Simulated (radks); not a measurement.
Task: The mean radii <r> (bohr) of the occupied orbitals of an atom or ion are listed with their occupations. All-electron calculation, Dirac Kohn-Sham, Wu-Cohen GGA, spin-unpolarised, spherical densities, finite nucleus; Fermi nuclear charge, rms radius of each element as measured or else 0.836 A^(1/3) + 0.57 fm. Program: a radial shooting solver on a logarithmic mesh with Libxc functionals.

orbital  occ.      <r>
1s1/2       2  0.01687
2s1/2       2  0.07048
2p1/2       2  0.05798
2p3/2       4  0.06653
3s1/2       2   0.1833
3p1/2       2   0.1736
3p3/2       4   0.1893
3d3/2       4   0.1648
3d5/2       6   0.1696
4s1/2       2   0.4070
4p1/2       2   0.4094
4p3/2       4   0.4435
4d3/2       4   0.4520
4d5/2       6   0.4631
5s1/2       2   0.9269
4f5/2       6   0.4952
4f7/2       8   0.5022
5p1/2       2    1.001
5p3/2       4    1.098
5d3/2       4    1.467
5d5/2       5    1.520

Name the element and its charge. Open shells, if any, fill j = l - 1/2 first.

Result: Z = 79, gold, charge +2: Au2+ in [Xe] 4f14 5d9. The 1s radius gives Z: for a bare nucleus <r> = (2 gamma + 1)/(2Z) with gamma = sqrt(1 - (Z/c)^2), 0.01667 bohr for Z = 79, and screening makes it slightly larger (0.01687 here). The occupations add up to 77, and the charge is Z minus that.
